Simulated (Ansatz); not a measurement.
Calculated with Ansatz (gas phase, PBE0-D4/def2-TZVP geometries, no zero-point term in ΔE). CCSD(T)/CBS is the MP2 limit (def2-TZVPP, def2-QZVPP) plus CCSD(T) − MP2 in def2-TZVPP, frozen cores. Each species was taken in one conformer, which may not be the lowest.

`OC[SiH](F)CF` + `FCOC(F)F` → `FCC(F)OC(F)F` + `OC[SiH2]F`  (formal exchange of groups at a C–Si bond)

`OC[SiH](F)CF`:

```xyz
12

O    -1.104    0.886    1.506
C     0.003   -0.008    1.443
Si    0.112   -0.791   -0.256
F    -1.339   -1.417   -0.563
C     0.432    0.517   -1.574
F     1.720    1.016   -1.370
H    -1.909    0.381    1.362
H     0.901    0.590    1.626
H    -0.035   -0.761    2.243
H     1.121   -1.878   -0.333
H    -0.274    1.349   -1.492
H     0.374    0.117   -2.591
```

`FCOC(F)F`:

```xyz
9

F     0.268    1.824    0.552
C     0.744    0.872   -0.313
O     0.638   -0.388    0.252
C    -0.633   -0.890    0.324
F    -0.562   -2.016    1.031
F    -1.084   -1.202   -0.914
H     1.806    1.049   -0.476
H     0.170    0.951   -1.241
H    -1.347   -0.201    0.785
```

`FCC(F)OC(F)F`:

```xyz
12

F    -1.611    2.285   -0.323
C    -0.367    1.724   -0.192
C    -0.516    0.249    0.079
F    -1.124    0.055    1.294
O     0.767   -0.280    0.112
C     0.839   -1.648    0.106
F     2.115   -1.964    0.317
F     0.484   -2.128   -1.107
H     0.158    2.197    0.642
H     0.194    1.868   -1.118
H    -1.142   -0.243   -0.673
H     0.203   -2.117    0.863
```

`OC[SiH2]F`:

```xyz
9

O     1.170    0.853   -0.968
C    -0.088    0.200   -0.858
Si   -0.469   -0.259    0.921
F     0.780   -1.133    1.435
H     1.847    0.269   -0.618
H    -0.148   -0.681   -1.514
H    -0.842    0.904   -1.224
H    -1.695   -1.091    1.035
H    -0.556    0.937    1.791
```

| level | ΔE (kcal/mol) |
| --- | --- |
| MP2/def2-QZVPP | 0.9 |
| MP2/CBS(def2) | 1.0 |

(1) What does CCSD(T)/CBS give? (An estimate is asked.)

Largest T1 diagnostic among the species: 0.012.

Answers

(1) The calculation gave: +0.8 kcal/mol. The listed levels differ from it by 0.1, 0.2 kcal/mol.

In def2-TZVPP, CCSD(T) changes the Hartree–Fock value by +1.5 kcal/mol (the triples alone add +0.1 kcal/mol) and MP2 by +1.8 kcal/mol. From PBE to PBE0 (25 % exact exchange), in def2-TZVPP and without D4, ΔE moves by −0.8 kcal/mol.
